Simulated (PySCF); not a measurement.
Geometry (Å), atoms numbered from 1 in this order:
```xyz
19

C    -1.6700    1.1167   -1.0567
C    -1.2555   -0.1401   -0.2892
C    -2.2270   -0.4251    0.8554
N     0.0893   -0.0324    0.2280
Si    1.4961   -0.5013   -0.6362
Si    3.2683   -0.2634    0.8052
H    -2.6615    0.9938   -1.4852
H    -1.6819    1.9774   -0.3900
H    -0.9627    1.3102   -1.8595
H    -1.2575   -0.9893   -0.9801
H    -2.2467    0.4133    1.5497
H    -1.9122   -1.3144    1.3957
H    -3.2321   -0.5828    0.4731
H     0.1582    0.7081    0.9108
H     1.6965    0.2380   -1.9046
H     1.2161   -1.8821   -1.0595
H     3.3221    1.0367    1.4862
H     4.5344   -0.3860    0.0791
H     3.3164   -1.2681    1.8704
```

Geometry: GFN2-xTB; GIAO shifts from PySCF, gas phase, non-relativistic, averaged over equivalent atoms.

At PBE0/pcSseg-1 (181 basis functions, roughly 80 core-seconds):
```csv
atoms,δ (ppm)
C2,51.8
C1/C3,28.5
N4,44.7
Si5,-57.6
Si6,-122.1
H15/H16,5.01
H17/H18/H19,3.33
H10,2.79
H7/H8/H9/H11/H12/H13,1.15
H14,-0.78
```

δ = σ(ref) − σ, references computed at the same level: 13C (σ = 186.93 ppm) and 29Si (σ = 349.16 ppm) and 1H (σ = 31.72 ppm) vs TMS; 15N (σ = 267.73 ppm) against NH3.

Problem. What do these become at PW91/pcSseg-1?

Solution. 
```json
{"atoms": "C2", "δ at PW91/pcSseg-1": "55.3", "change": "+3.5"}
{"atoms": "C1/C3", "δ at PW91/pcSseg-1": "28.9", "change": "+0.4"}
{"atoms": "N4", "δ at PW91/pcSseg-1": "53.7", "change": "+9.0"}
{"atoms": "Si5", "δ at PW91/pcSseg-1": "-63.0", "change": "-5.4"}
{"atoms": "Si6", "δ at PW91/pcSseg-1": "-130.0", "change": "-7.9"}
{"atoms": "H15/H16", "δ at PW91/pcSseg-1": "5.24", "change": "+0.23"}
{"atoms": "H17/H18/H19", "δ at PW91/pcSseg-1": "3.35", "change": "+0.02"}
{"atoms": "H10", "δ at PW91/pcSseg-1": "2.92", "change": "+0.13"}
{"atoms": "H7/H8/H9/H11/H12/H13", "δ at PW91/pcSseg-1": "1.16", "change": "+0.01"}
{"atoms": "H14", "δ at PW91/pcSseg-1": "-0.77", "change": "+0.01"}
```

δ = σ(ref) − σ, references computed at the same level: TMS for 13C (σ = 181.47 ppm) and 29Si (σ = 327.87 ppm) and 1H (σ = 31.65 ppm); NH3 for 15N (σ = 266.94 ppm).

The largest change is at N4 (nitrogen bonded to C, Si, H). Cost: 181 basis functions, roughly 110 core-seconds.

Experimental scales use liquid or dissolved standards, which lie at an offset from isolated NH3 (liquid NH3: subtract about 20 ppm).
